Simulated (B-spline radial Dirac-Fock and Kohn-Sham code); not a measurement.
# I²⁺: eigenvalues, ΔSCF and the reference

System: the I²⁺ ion, configuration [Kr] 4d10 5s2 5p3.

The density-functional columns are spherical, spin-unpolarised Dirac-Kohn-Sham results without Breit or QED terms: −ε is minus the orbital energy of the initial state and ΔSCF the difference of two total energies. The reference in the last column comes from multi-electron Dirac-Fock with separately optimised hole states, Breit and Lamb-shift corrections added in first order. All numbers are from an atomic code on a B-spline grid, in eV; a selection of levels is shown. For the 1s level of heavy atoms much of the gap between ΔSCF and the reference is the Breit and QED part, -116.1 eV here; for other levels the error of the functional can be larger.

| level | LDA −ε | LDA ΔSCF | PBE −ε | PBE ΔSCF | Dirac-Fock |
| --- | --- | --- | --- | --- | --- |
| K | 32942.3 | 33304.4 | 32978.9 | 33342.1 | 33199.0 |
| L1 | 5106.5 | 5172.1 | 5111.1 | 5176.4 | 5225.6 |
| L2 | 4795.1 | 4876.8 | 4796.8 | 4878.4 | 4883.7 |
| L3 | 4496.8 | 4573.0 | 4498.1 | 4574.2 | 4588.9 |
| M1 | 1046.6 | 1069.5 | 1048.0 | 1070.8 | 1106.3 |
| M2 | 917.6 | 941.3 | 918.0 | 941.6 | 964.8 |
| M3 | 861.5 | 884.3 | 861.8 | 884.5 | 908.2 |
| M4 | 633.1 | 658.5 | 632.9 | 658.2 | 661.8 |
| M5 | 621.3 | 646.4 | 621.0 | 646.1 | 650.3 |
| N1 | 200.4 | 211.3 | 200.8 | 211.7 | 226.5 |
| N3 | 144.3 | 154.6 | 144.5 | 154.8 | 164.2 |
| N4 | 71.66 | 81.12 | 71.56 | 81.02 | 80.35 |
| N5 | 69.92 | 79.31 | 69.84 | 79.22 | 78.65 |
| O1 | 36.30 | 41.89 | 35.98 | 41.54 | 40.82 |
| O2,3 | 24.75 | 29.65 | 24.51 | 29.36 | 28.53 |

Question: Order the estimates of the K (1s) level by their distance from the Dirac-Fock value, nearest first.
A. PBE ΔSCF
B. PBE −ε
C. LDA −ε
D. LDA ΔSCF

Answer: D (105.3 eV), A (143.0 eV), B (220.1 eV), C (256.8 eV).

Values without a named source are computed, but for edge energies of neutral atoms, which are taken from tables.
